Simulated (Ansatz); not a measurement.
System: trihydroxy(methyl)silane, CH6O3Si, charge 0, multiplicity 1. 
Geometry from a B3LYP-D3(BJ)/def2-TZVP (Ansatz, a quantum-chemistry and plane-wave program) optimisation:
SMILES: C[Si](O)(O)O
```xyz
11

C      1.8066    -0.0799    -0.2468
Si    -0.0245    -0.0058     0.0132
O     -0.7691     1.0303    -1.0365
O     -0.7662    -1.4466    -0.2584
O     -0.2323     0.4273     1.5834
H      2.2786     0.8760    -0.0103
H      2.2529    -0.8393     0.3974
H      2.0414    -0.3297    -1.2828
H     -0.5156     1.9560    -1.0218
H     -1.3013    -1.5139    -1.0530
H     -1.1104     0.3239     1.9597
```

Dipole moments at this geometry, in debye (magnitudes).

```tsv
level	program	dipole (D)
PBE/def2-TZVPD	Ansatz	1.32
BLYP/def2-TZVPD	Ansatz	1.33
revPBE/def2-TZVPD	Ansatz	1.31
BHLYP/def2-TZVPD	Ansatz	1.43
r2SCAN0/def2-TZVPD	Ansatz	1.40
HSE06/def2-TZVPD	Ansatz	1.37
LC-wPBE/def2-TZVPD	Ansatz	1.42
wB97M-V/def2-TZVPD	Ansatz	1.39
CCSD(T)/aug-cc-pV(D+d)Z	Ansatz	[?]
```

Question: Complete the blanks.

Answer: 
- CCSD(T)/aug-cc-pV(D+d)Z, dipole (D): 1.37
